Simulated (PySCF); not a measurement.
## Electronic structure of Mn (manganese, neutral) at the UHF level

Configuration: [Ar] 3d4 4s2 4p1, one real determinant (an excited configuration). Calculation: PySCF 2.14, in x2c-TZVPPall with one added diffuse shell each of s, p, d, f type (7s6p5d3f1g, 80 functions); the spin-free X2C one-electron Hamiltonian (Gaussian nucleus).

* Total energy: -1157.089267 hartree
* One-electron energy: -1588.2220 hartree
* Hartree (Coulomb) energy: 482.3010 hartree
* Exchange energy: -51.1683 hartree
* ⟨S²⟩: 8.8403
* ⟨L²⟩: 8.226
* Sum of ⟨r⟩: 23.08 bohr
* Sum of ⟨r²⟩: 50.08 bohr²
* Traceless quadrupole moment −½Σ⟨3z² − r²⟩ along its main axis: -6.90 e·bohr²
* Langevin diamagnetic susceptibility: -39.7 ×10⁻⁶ cm³/mol

```tsv
shell	electrons	mean orbital energy (hartree)	spread (hartree)	rms radius, mean of both spins (bohr)
1s α	1	-242.78850	0	0.0703
1s β	1	-242.78426	0	0.0703
2s α	1	-29.91885	0	0.302
2s β	1	-29.80192	0	0.302
2p α	3	-25.26973	0.00188	0.273
2p β	3	-25.15181	0.03272	0.273
3s α	1	-4.34684	0	0.906
3s β	1	-3.99850	0	0.906
3p α	3	-2.97366	0.04966	0.971
3p β	3	-2.55207	0.06269	0.971
3d α	4	-0.89473	0.04738	1.19
4s α	1	-0.39396	0	3.16
4s β	1	-0.30128	0	3.16
4p α	1	-0.20158	0	4.07
```

⟨L²⟩ = 8.23 against 12 for a pure F term, so this real determinant mixes terms. ⟨S²⟩ = 8.84 against 8.75 shows spin contamination.

Densities and radii are taken from the X2C orbitals without a picture-change correction, which distorts them close to the nucleus.

Spin-orbit constants ζ (cm⁻¹) from the X2C one-electron operator on these orbitals: bare nucleus, nucleus screened by l(l+1)(2l+1)/3 electrons, and screened by the Breit-Pauli mean field of the electrons.

```tsv
shell	bare	screened nucleus	mean field
2p	59170	54440	52250
3p	7262	6681	6375
3d	670.6	402.3	360.4
4p	306.0	281.5	265.9
```

To first order the Landé constant is A = 65.78 cm⁻¹, so the lowest level has J = 1/2 and lies 0.0816 eV below the centre of the term. This holds in LS coupling only.
